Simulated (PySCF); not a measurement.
Species: C₆H₅F₂N.
SMILES: `C=C=C(CF)[C@@H](F)C#N`

The closed-shell SCF was solved with PySCF and density fitting under several settings on one GFN2-xTB geometry (grid level 2 and gas phase unless stated).

| settings | basis functions | SCF cycles | E (Eh) | HOMO (eV) | LUMO (eV) | dipole (D) |
| --- | --- | --- | --- | --- | --- | --- |
| PBE0/pcSseg-1 | 178 | 15 | -485.4021 | -8.58 | -1.04 | 3.39 |
| PBE0/def2-SVPD | 226 | 14 | -485.1147 | -8.62 | -1.14 | 3.38 |

Q: Estimate the rows for these settings: (1) PBE0/6-31G; (2) BP86/def2-SVP, start guess vsap, level shift 0.3 Eh.

A: 
```
                                           settings  basis functions  SCF cycles     E (Eh)  HOMO (eV)  LUMO (eV)  dipole (D)
                                         PBE0/6-31G               91          15  -485.3187      -8.40      -0.77        3.39
BP86/def2-SVP, start guess vsap, level shift 0.3 Eh              151          15  -485.6045      -7.24      -1.95        3.16
```

Q: Over all rows, what range does the HOMO–LUMO gap span?

A: From 5.29 eV (BP86/def2-SVP, start guess vsap, level shift 0.3 Eh) to 7.63 eV (PBE0/6-31G). The functional of the narrowest has no exact exchange, that of the widest 25 % exact exchange.

Q: And the dipole moment?

A: From 3.16 D to 3.39 D; the largest is 1.07 times the smallest, and the median is 3.38 D.

Q: Compare two rows with the functional PBE0: PBE0/6-31G and PBE0/def2-SVPD. Which energy is lower, and by how much?

A: PBE0/6-31G (91 functions) lies 0.2040 Eh or 128 kcal/mol below PBE0/def2-SVPD (226 functions). The smaller set gives the lower energy; the two sets aren't nested, so the variational bound doesn't order them by size.

Whole jobs, the steps after the SCF included, on one thread of an Arm Neoverse V2, shared host:

```tsv
settings	work after the SCF	wall time	peak memory
PBE0/pcSseg-1	shieldings, charges and field gradients	22 s	0.80 GiB
PBE0/def2-SVPD	6 singlets by full TDDFT, 2 Tamm–Dancoff triplets, polarisability	40 s	0.96 GiB
PBE0/6-31G	6 singlets by full TDDFT, 5 Tamm–Dancoff triplets, polarisability	12 s	0.57 GiB
BP86/def2-SVP, start guess vsap, level shift 0.3 Eh	shieldings	25 s	0.67 GiB
```

Cycle counts include a coarse-grid stage where the run had one.

Shape of the structure used: `[CH2:1]=[C:2]=[C:3]([CH2:4][F:5])[C@@H:6]([F:7])[C:8]#[N:9]`: C2–C3–C4–F5 -116°, C2–C3–C6–F7 -103°.

One conformer stands for the species.
